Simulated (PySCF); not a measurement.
H₂NiO₂, SMILES [OH][Ni][OH] (connectivity only; charge and spin as stated), neutral, multiplicity 3. Atoms are numbered in the order given.

```xyz
5

Ni     0.0000     0.0000     0.0205
O      0.0000     1.7440    -0.1196
H      0.0000     2.2893     0.6689
O      0.0000    -1.7440    -0.1196
H      0.0000    -2.2893     0.6689
```
Charge 0, spin multiplicity 3.

Coordinates come from a PBE0-D3(BJ)/def2-TZVP optimisation. The spin state was assumed, not searched. The values are those of a single conformer.

The numbers are results of PySCF with PBE/def2-TZVPD, not measurements.

Mulliken values depend strongly on the basis, most of all with diffuse functions as here. Atomic charges (e):

```tsv
atom	meta-Löwdin	Mulliken	Mulliken spin
Ni1	1.00	0.57	1.58
O2	-0.83	-0.56	0.21
H3	0.33	0.27	0.00
O4	-0.83	-0.56	0.21
H5	0.33	0.27	0.00
```
